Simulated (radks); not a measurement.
Excited configurations of Sm I: one electron is placed in a higher orbital outside [Xe] 4f6 6s1. The ground configuration is [Xe] 4f6 6s2. Calculated with a radial shooting solver on a logarithmic mesh with Libxc functionals: scalar-relativistic Kohn-Sham, PBEsol, spin-polarised, spherical densities, finite nucleus; open shells are filled with parallel spins first (spin-orbit coupling, left out, can overturn this in heavy ions); Fermi nuclear charge, rms radius 5.0819 fm. Excitation = E - E(ground); binding = E(ion) - E, where the ion is the core of charge +1; n* = 1/sqrt(2 binding) in atomic units, and the quantum defect is n - n*.

outer orbital	excitation (eV)	binding (eV)	n*	quantum defect	eigenvalue (eV)	<r> (bohr)
5d	1.176	4.362	1.766	3.234	-1.444	3.528
5f	4.575	0.963	3.758	1.242	-0.459	16.41
6p	1.747	3.791	1.894	4.106	-2.036	5.510
6d	4.001	1.538	2.975	3.025	-0.778	11.20
6f	4.859	0.680	4.475	1.525	-0.389	27.71
7s	3.331	2.207	2.483	4.517	-1.363	9.990
7p	3.891	1.647	2.874	4.126	-0.989	12.70
7d	4.571	0.967	3.751	3.249	-0.563	20.81
7f	5.036	0.503	5.202	1.798	-0.310	41.04

The Delta-SCF ionisation energy is 5.538 eV (NIST Atomic Spectra Database: 5.644 eV, measured). Self-interaction in the functional shifts the binding energies and quantum defects, so they are the method's values and not measured ones. Open shells are spherical and high-spin; term and fine-structure splittings are not resolved. Spin-orbit splitting is averaged out at the scalar-relativistic level.
